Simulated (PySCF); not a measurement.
Br3O2Re, multiplicity 1. Atoms are numbered in the order given.

```xyz
6

Re     0.0000     0.0000    -0.4825
O      0.0000    -1.3999    -1.4328
O      0.0000     1.3999    -1.4328
Br     0.0000     0.0000     2.0276
Br     2.4698     0.0000    -0.1693
Br    -2.4698     0.0000    -0.1693
```
Charge 0, spin multiplicity 1.

Coordinates come from a B3LYP-D3(BJ)/def2-SVP optimisation. The spin state was assumed, not searched. The def2 effective core potentials stand for the cores of Re; spin–orbit coupling is left out.

These are PBE/def2-TZVP (PySCF) values and carry that method's errors.

ESP charges are fitted to the potential on shells at 1.4 to 2.0 van der Waals radii. Atomic charges (e):

| atom | Löwdin | ESP fit |
|---|---|---|
| Re1 | 0.02 | 0.34 |
| O2 | -0.15 | -0.11 |
| O3 | -0.15 | -0.11 |
| Br4 | 0.04 | -0.08 |
| Br5 | 0.12 | -0.01 |
| Br6 | 0.12 | -0.01 |
